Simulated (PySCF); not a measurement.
## Si2H3F3

Si2H3F3 is a small molecule, neutral, singlet. The structure, one conformer, was relaxed in the gas phase by PBE0-D3(BJ)/def2-SVP. No frequency run checks that it is a minimum.

SMILES: F[Si](F)(F)[SiH3]

```csv
atom,x (Å),y (Å),z (Å)
Si1,0.480,0.518,0.815
Si2,-0.590,-0.623,-0.904
F3,-0.572,1.089,1.886
F4,1.324,1.774,0.276
F5,1.501,-0.428,1.619
H6,0.425,-1.054,-1.908
H7,-1.584,0.292,-1.535
H8,-1.280,-1.813,-0.327
```

Shieldings: GIAO PBE0/pcSseg-2. Shifts are against computed references at the same level: H TMS (σ 31.24 ppm), Si TMS (σ 341.3 ppm). Core levels by delta-SCF with SCAN, pcX-2 on the ionised atom and pcseg-1 elsewhere, spin-free X2C (2p3/2 is the spin-free 2p value less a third of a first-order spin-orbit splitting); from the vacuum level, for chosen atoms.

Task: Give the NMR and core-level values of the distinct atoms.

Result: 
```
   atoms   bonded to  σ (ppm)  δ (ppm)  core level (eV)
     Si1  3 F + 1 Si    389.7    -48.4     2p3/2 109.87
     Si2  1 Si + 3 H    463.0   -121.7     2p3/2 107.63
F3 F4 F5        1 Si    290.2        -        1s 693.18
H6 H7 H8        1 Si    27.65     3.60                -
```

Values are those of this one static structure, with the three H of a rotating XH3 group averaged; atoms that internal rotation interchanges would show their mean in an NMR spectrum.

Task: Which of Si1, Si2 holds its core electrons tightest, and by how much against the loosest?

Result: Si1 (bonded to 3 F + 1 Si), by 2.24 eV over Si2 (bonded to 1 Si + 3 H).

Task: By CAM-B3LYP/def2-SVPD (TDDFT singlets, Tamm-Dancoff triplets, ionisation by delta-SCF), where does absorption start, and what does vertical ionisation take?

Result: The lowest singlet lies at 8.09 eV (f 0.045), the strongest of the first 6 at 8.62 eV (f 0.228), the lowest triplet at 6.94 eV; vertical ionisation takes 11.99 eV.
